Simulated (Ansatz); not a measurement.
## Molecular dynamics, step by step

CH9GaSi, singlet, CAM-B3LYP-D4/cc-pVDZ (Ansatz 0.2.0). Settings (timestep in fs, temperature in K, friction in 1/fs; T counts 36 degrees of freedom, while the starting velocities carry no drift of the centre of mass, so T starts below the set value):

```yaml
hamiltonian: {xc: {name: CAM-B3LYP}, dispersion: d4}
md: {n_steps: 30, timestep: 0.5, temperature: 1000, ensemble: nvt_langevin, seed: 536, friction: 0.01, initial_velocities: maxwell_boltzmann}
```

Start, the saddle point found with PBE0-D4 in triple zeta (not stationary at another level):

```xyz
12
angstrom
Ga -1.0090 -0.7696 -0.0182
Si -0.3863 1.7737 0.1660
H -1.6355 -0.8852 -1.4333
H -1.5051 -1.1302 1.4075
H 0.4258 0.0676 -0.0121
C 1.0900 -1.3330 -0.1623
H -1.7770 2.2758 0.3503
H 0.4148 2.2122 1.3416
H 0.1745 2.4115 -1.0564
H 1.7111 -1.1850 0.7209
H 1.6281 -1.0365 -1.0628
H 0.8685 -2.4015 -0.2412
```

```
step  time (fs)  potential energy less the start (meV)  kinetic energy (meV)  T (K)
   0       0.00                                    0.0                1421.9    917
   2       1.00                                   77.3                1357.6    875
   4       2.00                                  215.4                1215.2    783
   6       3.00                                  343.5                1186.0    765
   8       4.00                                  423.1                1187.9    766
  10       5.00                                  501.0                1186.0    765
  12       6.00                                  570.8                1098.4    708
  14       7.00                                  575.9                1114.3    718
  16       8.00                                  475.1                1176.9    759
  18       9.00                                  260.5                1346.2    868
  20      10.00                                  -33.1                1593.3   1027
  22      11.00                                 -369.0                1876.2   1210
  24      12.00                                 -626.1                2057.2   1326
  26      13.00                                 -540.6                1950.3   1257
  28      14.00                                  -97.8                1365.4    880
  30      15.00                                 -192.0                1471.1    948
```

Step 12, positions (Å) and forces (eV/Å):

| atom | x | y | z | Fx | Fy | Fz |
| --- | --- | --- | --- | --- | --- | --- |
| Ga1 | -1.039 | -0.763 | -0.024 | 0.208 | -0.531 | 0.522 |
| Si2 | -0.370 | 1.753 | 0.205 | -0.697 | 0.578 | -0.537 |
| H3 | -1.571 | -1.269 | -1.451 | 0.070 | 0.525 | 0.730 |
| H4 | -1.257 | -1.199 | 1.559 | -0.076 | 0.293 | -1.233 |
| H5 | 0.461 | 0.066 | 0.082 | -0.224 | -1.099 | -0.908 |
| C6 | 1.153 | -1.335 | -0.235 | -0.684 | 0.265 | -0.513 |
| H7 | -1.686 | 2.492 | 0.234 | 0.048 | -0.261 | 0.171 |
| H8 | 0.344 | 2.057 | 1.451 | 0.262 | 0.125 | 0.474 |
| H9 | 0.334 | 2.451 | -0.922 | 0.159 | -0.261 | 0.016 |
| H10 | 1.587 | -1.161 | 0.781 | 0.625 | -0.762 | -1.061 |
| H11 | 1.658 | -0.973 | -1.181 | 0.036 | 0.068 | 1.343 |
| H12 | 0.857 | -2.400 | -0.517 | 0.273 | 1.060 | 0.996 |

Last step (30):

Ga1  (-1.079, -0.764, -0.019)
Si2  (-0.351, 1.717, 0.257)
H3  (-1.392, -1.605, -1.294)
H4  (-0.945, -1.232, 1.407)
H5  (0.623, -0.620, -0.234)
C6  (1.234, -1.321, -0.363)
H7  (-1.518, 2.693, 0.201)
H8  (0.290, 1.928, 1.658)
H9  (0.632, 2.312, -0.744)
H10  (1.905, -1.456, 0.520)
H11  (1.823, -0.820, -1.095)
H12  (0.807, -2.299, -0.585)
(Å)

The run took about 65 s on 4 CPU threads of an Arm Neoverse V1 (shared host).
